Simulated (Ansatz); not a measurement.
Computed with Ansatz on PBE0-D4/def2-TZVP structures; ΔE is electronic, products minus reactants. CCSD(T)/CBS is the MP2 limit (def2-TZVPP, def2-QZVPP) plus CCSD(T) − MP2 in def2-TZVPP, frozen cores. This one scheme is used for every species, atoms too. DFT in def2-TZVPP. Open shells (•) are unrestricted, without spin–orbit coupling. Spin–orbit coupling would lower the free atoms: a little for F.

Consider the homolysis of the F–Si bond: `C[SiH](F)Cl` → F• + `C[SiH]Cl`•.

`C[SiH](F)Cl`:

Z-matrix (Å, degrees):
```
C
Si 1 1.843
H 1 1.093 2 110.3
H 1 1.092 2 110.4 3 119.9
H 1 1.092 2 110.5 3 -120.1
F 2 1.594 1 109.4 3 60.6
Cl 2 2.046 1 110.3 3 178.7
H 2 1.477 1 114.2 3 -59.8
```

`C[SiH]Cl`•:

Z-matrix (Å, degrees):
```
C
Si 1 1.866
H 1 1.094 2 110.0
H 1 1.093 2 109.9 3 119.7
H 1 1.091 2 110.9 3 -120.2
Cl 2 2.064 1 109.5 3 58.9
H 2 1.491 1 111.8 3 -59.6
```

**Question.** What is ΔE at CCSD(T)/CBS? (An estimate is asked.)

**Answer.** The calculation gave: +672.2 kJ/mol.

**Question.** What do these levels give: r2SCANh-D4, PBE-QIDH, PBE, r2SCAN0, HF/def2-SVP, HF/def2-TZVPP? (An estimate is asked.)

**Answer.** Computed: r2SCANh-D4 640.5, PBE-QIDH 649.3, PBE 650.6, r2SCAN0 630.2, HF/def2-SVP 482.7, HF/def2-TZVPP 503.1 kJ/mol.

Largest T1 diagnostic among the species: 0.012.

From r2SCAN to r2SCAN0 (25 % exact exchange), in def2-TZVPP and without D4, ΔE moves by −16.3 kJ/mol: exact exchange takes away binding that semilocal exchange gives to molecules. At CCSD(T), def2-SVP lies −61.0 kJ/mol from the extrapolated value and def2-TZVPP −20.5 kJ/mol: correlation converges slowly with the basis, and small sets miss more of it in the bonded molecule than in its fragments.
